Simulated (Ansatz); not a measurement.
One geometry of Si₄BPH₁₂, a doped cluster cut from the lattice of silicon (B and P 2.4 A apart), several levels of theory.

```yaml
crystal:
  periodic: [false, false, false]
  atoms:
    - {symbol: B, position_ang: [-0.603842, -0.628389, 1.908118]}
    - {symbol: Si, position_ang: [1.950023, -0.668676, -0.625460]}
    - {symbol: Si, position_ang: [-0.736845, 2.011801, -0.610836]}
    - {symbol: Si, position_ang: [-1.871742, 0.480613, 0.782839]}
    - {symbol: Si, position_ang: [0.666087, 0.736781, -2.010900]}
    - {symbol: P, position_ang: [0.476007, -1.740928, 0.762997]}
    - {symbol: H, position_ang: [-1.225418, -1.391338, 2.640253]}
    - {symbol: H, position_ang: [0.201133, 0.089357, 2.495257]}
    - {symbol: H, position_ang: [2.751925, -1.734586, -1.325204]}
    - {symbol: H, position_ang: [2.842030, 0.080263, 0.326211]}
    - {symbol: H, position_ang: [-1.603169, 2.874800, -1.495780]}
    - {symbol: H, position_ang: [0.180081, 2.919863, 0.172427]}
    - {symbol: H, position_ang: [-2.738026, -0.314625, -0.173945]}
    - {symbol: H, position_ang: [-2.817594, 1.296295, 1.632778]}
    - {symbol: H, position_ang: [-0.128641, -0.192109, -2.895451]}
    - {symbol: H, position_ang: [1.627741, 1.506906, -2.881296]}
    - {symbol: H, position_ang: [-0.248615, -2.597774, -0.124485]}
    - {symbol: H, position_ang: [1.278845, -2.728234, 1.422499]}
basis:
  gaussian: {orbitals: def2-TZVPD, initial_orbitals: start.molden}
hamiltonian: {xc: pbe, dispersion: d4}
scf: {omitted_lower_state_checks: [starts]}
output: {orbitals: {seedname: orbitals}}
```

The file start.molden holds the orbitals of an earlier run on this structure, at another level or in another basis.

```sh
$ ansatz run in.yaml --threads 4 --pin off --events-out ev --progress --plain --max-ram 4787MiB
```

It prints (some lines left out):

```
Functional definition: PBE
2152 factors; their error is unknown
mean field evaluation 1: about -41650.4429 eV, gradient 1.6e1 eV
mean field evaluation 2: about -41650.6487 eV, gradient 2.9e-1 eV
mean field evaluation 4: about -41650.6064 eV, gradient 6.1e-4 eV
mean field -41650.60636282 eV, -1530.6315520387 hartree, gradient 1.9e-5 eV, S^2 0.000000; 0 other end points of the search recorded, 0 dependent functions left out
reference -41650.60644620 eV, -1530.6315551028 hartree; 44, 44 occupied and 316, 316 virtual orbitals, 2152 factors
Total energy: -41651.25982752 eV, -1530.6555664235 hartree
Checks for a lower state left out: starts
```

Run time 8 s (4 threads of Arm Neoverse V2 on a shared host), peak host memory 0.84 GiB.

As the first input, with `gaussian: {orbitals: def2-TZVP, initial_orbitals: start.molden}` (abridged; 4.2 s):

```
Functional definition: PBE
mean field -41650.57236853 eV, -1530.6303027714 hartree, gradient 1.2e-5 eV, S^2 0.000000
Total energy: -41651.22581463 eV, -1530.6543164728 hartree
Checks for a lower state left out: starts
```

The first input with `gaussian: {orbitals: def2-SVP, initial_orbitals: start.molden}`, `hamiltonian: {xc: pbe0, dispersion: d4}` (abridged; 3.2 s):

```
Functional definition: PBE0
mean field -41640.14423418 eV, -1530.2470759028 hartree, gradient 1.0e-5 eV, S^2 0.000000
Total energy: -41640.71594427 eV, -1530.2680858608 hartree
Checks for a lower state left out: starts
```

As the first input, with `gaussian: {orbitals: 6-31G}`, `hamiltonian: {xc: hf}` (abridged; 0.7 s):

```
Functional definition: HF
mean field -41573.98795861 eV, -1527.8158776177 hartree, gradient 1.1e-5 eV, S^2 0.000000
Total energy: -41573.98795861 eV, -1527.8158776177 hartree
Checks for a lower state left out: starts
```

The first input with `gaussian: {orbitals: 6-31G}`, `hamiltonian: {xc: {name: B3LYP}, dispersion: d4}` (abridged; 1.9 s):

```
Functional definition: B3LYP
mean field evaluation 16: about -41667.6115 eV, gradient 1.8e-5 eV
mean field -41667.61145537 eV, -1531.2564776635 hartree, gradient 1.8e-5 eV, S^2 0.000000
Total energy: -41668.67036367 eV, -1531.2953918256 hartree
Checks for a lower state left out: starts
```

First input, but with `gaussian: {orbitals: def2-TZVP, initial_orbitals: start.molden}`, `hamiltonian: {xc: {name: r2SCANh}, dispersion: d4}` (abridged; 12 s):

```
Functional definition: r2SCANh
mean field -41668.51951131 eV, -1531.2898481037 hartree, gradient 9.6e-6 eV, S^2 0.000000
Total energy: -41668.70278970 eV, -1531.2965834603 hartree
Checks for a lower state left out: starts
```

As the first input, with `gaussian: {orbitals: STO-3G}`, `hamiltonian: {xc: hf}` (abridged; 0.3 s):

```
Functional definition: HF
mean field -41109.41290768 eV, -1510.7430593963 hartree, gradient 1.4e-5 eV, S^2 0.000000
Total energy: -41109.41290768 eV, -1510.7430593963 hartree
Checks for a lower state left out: starts
```

Geometry: PBE-D4/def2-SVP.

B3LYP takes the VWN-RPA correlation.
